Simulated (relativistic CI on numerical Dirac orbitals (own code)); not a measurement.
**Slater and spin-orbit integrals, Re XXXIV**

These numbers are calculated, not measured: Dirac-Coulomb-Breit CI, KLI orbitals optimised for each configuration, QED by a radiative potential, unscaled Slater integrals (own radial code, finite nucleus).

Slater integrals F^k, G^k are unscaled and averaged over j, outside the closed core [Ar] 3d10; ζ comes from projecting the Hamiltonian with its Breit term on Σ l·s of the shell.

- 4s²4p⁶4d⁶: F^2(4d,4d) = 236180, F^4(4d,4d) = 160710, ζ(4d) = 60358 cm⁻¹; <r>(4d) = 0.4255, <r^2>(4d) = 0.2069 (bohr units).
- 4s²4p⁵4d⁷: ζ(4p) = 492930, F^2(4d,4d) = 236120, F^4(4d,4d) = 160660, F^2(4p,4d) = 237920, G^1(4p,4d) = 295940, G^3(4p,4d) = 189290, ζ(4d) = 60134 cm⁻¹; <r>(4p) = 0.4215, <r^2>(4p) = 0.2012, <r>(4d) = 0.4255, <r^2>(4d) = 0.207 (bohr units).
- 4s²4p⁶4d⁵4f: F^2(4d,4d) = 236050, F^4(4d,4d) = 160620, ζ(4d) = 60303, F^2(4d,4f) = 237050, F^4(4d,4f) = 154480, G^1(4d,4f) = 245330, G^3(4d,4f) = 168970, G^5(4d,4f) = 124110, ζ(4f) = 10395 cm⁻¹; <r>(4d) = 0.4258, <r^2>(4d) = 0.2072, <r>(4f) = 0.4023, <r^2>(4f) = 0.1839 (bohr units).

Question: Give the Racah parameters of the d shell in 4s²4p⁶4d⁶.

Answer: B = F²/49 − 5F⁴/441 = 2998 cm⁻¹ and C = 35F⁴/441 = 12755 cm⁻¹.

Averages of the first 10 configurations, taken without configuration mixing, which lowers the lowest level and can move excited configurations by several eV; other configurations of the list can lie among them:

| Configuration | Parity | States | Average energy above the lowest level (eV) |
| --- | --- | --- | --- |
| 4s²4p⁶4d⁶ | even | 210 | 35.0 |
| 4s²4p⁵4d⁷ | odd | 720 | 253.4 |
| 4s²4p⁶4d⁵4f | odd | 3528 | 247.5 |
| 4s²4p⁴4d⁸ | even | 675 | 474.9 |
| 4s4p⁶4d⁷ | even | 240 | 426.8 |
| 4p⁶4d⁸ | even | 45 | 823.1 |
| 4s4p⁶4d⁶4f | odd | 5880 | 637.1 |
| 4s²4p⁶4d⁵5s | even | 504 | 473.2 |
| 4s4p⁵4d⁸ | odd | 540 | 643.6 |
| 4s²4p⁶4d⁵5d | even | 2520 | 637.3 |
